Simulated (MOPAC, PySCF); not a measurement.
[Cd(F)(OH)], neutral singlet in the gas phase. 

Cartesian coordinates (Å):
```xyz
4

Cd    -0.1646     0.0170    -0.0151
F      0.4711    -1.5176    -0.9832
O     -0.8568     1.6297     0.8482
H     -0.6884     1.5915     1.8009
```
Charge 0, spin multiplicity 1.

All levels are single points at this geometry (r2SCAN-D4/def2-SVP); Pople sets use spherical d functions. Orbital energies aren't observables, and empty levels follow the basis.

```csv
level,HOMO (eV),LUMO (eV),gap (eV),dipole (D),"vertical IE, Delta-SCF (eV)"
B3LYP-D3(BJ)/def2-TZVP in PySCF,-8.26,-2.27,5.99,2.11,–
TPSSh-D3(BJ)/def2-TZVP in PySCF,-7.54,-2.25,5.30,2.06,–
B3LYP/6-311+G** (LANL2DZ on Cd) in PySCF,-8.26,-2.45,5.80,2.17,–
B3LYP/6-31G* (LANL2DZ on Cd) in PySCF,-7.60,-1.88,5.72,1.89,10.52
B3LYP/LANL2DZ in PySCF,-7.91,-2.25,5.67,2.31,–
M06-2X/6-31G* (LANL2DZ on Cd) in PySCF,-9.61,-0.71,8.91,1.97,–
SVWN5/6-31G* (LANL2DZ on Cd) in PySCF,-6.39,-2.71,3.69,1.90,–
PM3 in MOPAC,-10.63,0.41,11.05,1.73,–
PM6 in MOPAC,-11.09,-1.54,9.56,2.34,–
```
